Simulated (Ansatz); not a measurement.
Reaction (ligand exchange at the Si–O bond): `[SiH3][O][Sc]([Cl])[Cl]` + `C=N[SiH2]N` → `C=N[SiH2]N[SiH3]` + `[OH][Sc]([Cl])[Cl]`

Calculated with Ansatz (gas phase, PBE0-D4/def2-TZVP geometries, no zero-point term in ΔE). CCSD(T)/CBS is the MP2 limit (def2-TZVPP, def2-QZVPP) plus CCSD(T) − MP2 in def2-TZVPP, frozen cores. Functionals use def2-TZVPP. HSE06 is defined as in plane-wave codes. For Sc outer-core shells are correlated without core-valence functions, which leaves a few kJ/mol of doubt a bond. Scalar relativity is left out up to krypton. One conformer a species, not always the lowest.

```
             level  ΔE (kJ/mol)  difference from CCSD(T)/CBS
            PBE-D4         47.7                         -7.4
           BLYP-D4         52.2                         -2.9
         r2SCAN-D4         53.5                         -1.6
           PBE0-D4         48.8                         -6.3
          HSE06-D4         48.9                         -6.2
           ωB97X-V         51.2                         -3.9
          PBE-QIDH         52.4                         -2.7
              PBE0         51.4                         -3.7
           r2SCANh         54.1                         -1.0
             HSE06         51.4                         -3.7
         CAM-B3LYP         56.4                          1.3
     HF/def2-TZVPP         64.9                          9.8
SCS-MP2/def2-TZVPP         55.7                          0.6
CCSD(T)/def2-TZVPP         53.7                         -1.4
SCS-MP2/def2-QZVPP         56.9                          1.8
    CCSD/CBS(def2)         56.4                          1.3
       CCSD(T)/CBS         55.1                            0
```

Largest T1 diagnostic among the species: 0.015.

In def2-TZVPP, CCSD(T) changes the Hartree–Fock value by −11.2 kJ/mol (the triples alone add −1.3 kJ/mol) and MP2 by −11.9 kJ/mol. Leaving LDA and LC-ωPBE aside and taking each functional with its dispersion term where it has one, the values, not all of them listed here, spread over 10.9 kJ/mol, from revPBE-D4 to B2PLYP. LDA lies −5.8 kJ/mol from PBE without D4. The D4 term adds −4.7 kJ/mol with B3LYP and −2.6 kJ/mol with PBE0; it sums over pairs of atoms, weighted by their polarisabilities, and B3LYP, whose exchange is more repulsive, gets the larger term.

B3LYP here is the variant with VWN-RPA as its local correlation; programs differ in this.
